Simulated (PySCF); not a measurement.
C2H7BF2O.
Atom-mapped SMILES: `[CH3:1][O+:2]([BH2-:3][F:4])[CH2:5][F:6]` (hydrogens: H7, H8, H9 on C1; H10, H11 on B3; H12, H13 on C5)

Computed, not measured: PySCF, PBE0-D3(BJ)/def2-SVP geometry optimisation, gas phase.

List the bond lengths, angles and torsions at this level.

```tsv
bond	length (pm)
C1–O2	143.1
O2–B3	170.3
B3–F4	137.6
O2–C5	140.6
C5–F6	134.8
C1–H7, C1–H8, C1–H9	109.7
B3–H10, B3–H11	121.9
C5–H12, C5–H13	110.0
```

Bonds in one row agree within 1 pm and their mean is given. A selection of angles:
```tsv
angle	degrees
O2–C1–H7	108.6
O2–C1–H9	106.5
H7–C1–H8	111.3
H8–C1–H9	110.1
C1–O2–B3	114.8
C1–O2–C5	114.4
B3–O2–C5	114.0
O2–B3–F4	102.3
O2–B3–H10	100.7
F4–B3–H10	115.0
H10–B3–H11	118.6
O2–C5–F6	109.0
O2–C5–H12	105.6
O2–C5–H13	110.1
F6–C5–H12	110.8
F6–C5–H13	109.3
H12–C5–H13	111.9
```

Torsions: C1–O2–B3–F4 -69° (synclinal); C1–O2–C5–F6 -67° (synclinal). The mirror-image conformer, all signs reversed, is as good.

B3 (four-coordinate boron) is distorted tetrahedral (angles from 100.7° to 118.6°). O2 (oxygen bonded to B and 2 C) is pyramidal (angles 114.8°, 114.4° and 114.0°, sum 343.2°, 0.36 Å off the plane of its three neighbours). The 2 C–O bonds span 1.406 Å (O2–C5, drawn single) to 1.431 Å (C1–O2, drawn single), a spread of 0.025 Å. Of the pairs four or more bonds apart, F6···H7 is among the closest relative to their van der Waals radii: 2.45 Å, 92 % of the sum of Bondi's values.

Point group: C1 (no symmetry element, even within 0.4 Å). Not checked by PBE0-D3(BJ)/def2-SVP frequencies. One conformer, not necessarily the lowest.
